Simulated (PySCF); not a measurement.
# Dipole moment and polarisability of `CC(=[Se])CF`

C3H5FSe.
Structure used (PBE0-D3(BJ)/def2-SVP), in Å, numbered top down from 1:
```
atom  x, y, z in Å
C1     1.301    0.081    0.050
C2    -0.050    0.651   -0.190
Se3   -0.358    2.310   -0.709
C4    -1.209   -0.279    0.038
F5    -0.805   -1.529    0.426
H6     2.088    0.821   -0.134
H7     1.369   -0.298    1.084
H8     1.453   -0.803   -0.593
H9    -1.870    0.142    0.815
H10   -1.800   -0.365   -0.890
```

Level: wB97X-D/def2-SVPD (PySCF), static field, nuclei fixed, core orbitals frozen in the response. The polarisability tensor in these axes (au):

```
x    66.55  -4.09   1.99
y    -4.09  85.14 -10.60
z     1.99 -10.60  54.25
```

Task: Give the principal values, the mean and the anisotropy Δα = √{½[(α1 − α2)² + (α2 − α3)² + (α1 − α3)²]}.

Result: Principal values 50.94, 65.69 and 89.31 au; mean 68.65 au = 10.17 Å³ = 11.32 × 10⁻⁴⁰ C²·m²/J; Δα = 33.53 au (49 % of the mean).

Task: What is the dipole moment, and where does it point?

Result: (0.27, -0.98, 0.33) D, 1.07 D in size, pointing from the negative to the positive side. Measured along this direction, the outermost atoms are Se3 at the negative end and F5 at the positive end.

Task: Orientational against electronic polarisability at 350 K (dilute gas, rigid molecules)?

Result: In Gaussian units μ²/3kT = 7.94 Å³ against 10.17 Å³, a ratio of 0.78; the Debye molar polarisation (4π/3)N_A(α + μ²/3kT) is 45.7 cm³/mol, leaving out the vibrational part.

Task: Give the principal axes and the span of the nuclei along them.

Result: Largest value along (-0.19, 0.94, -0.29), where the nuclei span 3.84 Å; middle along (0.98, 0.20, -0.01), 4.04 Å; least along (-0.05, 0.29, 0.96), 1.78 Å. The strongest response doesn't lie along the longest of the three spans.

Task: In TDDFT the mean static polarisability is Σ f/ω² over all singlet excitations (ω in hartree). How much of it do the 10 lowest give? Their energies (eV) and oscillator strengths: 2.25, 0.0000; 4.86, 0.2158; 5.92, 0.0013; 6.01, 0.0144; 6.13, 0.1104; 7.05, 0.0008; 7.10, 0.0000; 7.17, 0.0451; 7.28, 0.0215; 7.48, 0.0590.

Result: They add up to 10.99 au, 16.0 % of the 68.65 au; the largest single term is 6.75 au, from the state at 4.86 eV. Terms in order: 0.00, 6.75, 0.03, 0.30, 2.17, 0.01, 0.00, 0.65, 0.30, 0.78 au. Higher excitations give the rest. The strengths listed sum to 0.468.

Isolated species at its PBE0-D3(BJ)/def2-SVP geometry (one conformer only). The calculation is non-relativistic, for selenium too.

The run behind these numbers computed excited states and ΔSCF ions as well. Time: 72 s of wall time. Hardware: one thread of an x86-64 server (shared host).
